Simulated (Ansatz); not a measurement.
System: NH3, net charge 1, doublet state. 
Geometry from a B3LYP-D3(BJ)/def2-TZVP (Ansatz, an electronic-structure program) optimisation:
```
N
H 1 1.0255
H 1 1.0255 2 120.00
H 1 1.0255 2 120.00 3 -180.00
```
Charge +1, spin multiplicity 2.

Basis-set convergence of Hartree-Fock and MP2 correlation energies (hartree) with Ansatz. Correlated levels leave the core frozen unless marked. Open shells are spin-unrestricted. Spin-orbit coupling is left out. No relativistic terms.

| basis | functions | E(HF) | E(corr, MP2) |
|---|---|---|---|
| aug-cc-pVDZ | 50 | -55.88849 | -0.14650 |
| aug-cc-pVTZ | 115 | -55.90338 | -0.18061 |
| aug-cc-pVQZ | 218 | -55.90698 | -0.19210 |

Extrapolating the two largest sets (X = 3 and 4) as X^-3: E(corr) = (64·(-0.19210) - 27·(-0.18061))/37 = -0.2005 Eh, an estimate of the basis-set limit. The largest set recovers 95.8 % of it, the smallest 73.1 %.
